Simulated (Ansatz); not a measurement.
The cluster Pd2O2, relaxed as a singlet with RKS r2SCAN-D4/def2-TZVP in Ansatz, starting from the GFN1-xTB geometry. Force threshold 0.02 eV/Å.

In the def2 sets Pd takes a core potential; there is no spin–orbit coupling. The structure holds 1 bond(s) between oxygen atoms. The restricted singlet is unstable towards broken spin symmetry at other levels; at r2SCAN-D4/def2-TZVP this wasn't settled. The relaxation made no stability test and no search for a lower SCF solution. No other spin state of charge 0 was run. Another isomer (triplet) lies 0.29 eV lower at PBE0-D4/def2-TZVP; other spin states weren't run for this one.

Start:

Cartesian coordinates in Å:
```
Pd 1.0285 1.1240 -1.1401
Pd -1.0282 -1.1241 1.1404
O 0.5499 -0.0620 0.4350
O -0.5502 0.0620 -0.4352
```

| step | energy (eV) | largest force component (eV/Å) | SCF passes |
| --- | --- | --- | --- |
| 1 | -11053.4855 | 0.624 | 22 |
| 2 | -11053.5077 | 0.281 | 24 |
| 3 | -11053.5126 | 0.009 | 24 |

Force components are those of the run's own axes.

End:

Cartesian coordinates in Å:
```
Pd 1.045 1.142 -1.159
Pd -1.045 -1.142 1.159
O 0.558 -0.063 0.441
O -0.558 0.063 -0.441
```

By distances, no bond broke or formed. The bond that changes most is Pd2–O3, from 2.03 to 2.06 Å (atoms count from 1).

No frequencies were taken in this run, so the end may be a saddle point.

It took 3.4 s on 4 threads of Intel Xeon 6975P-C on a shared host.
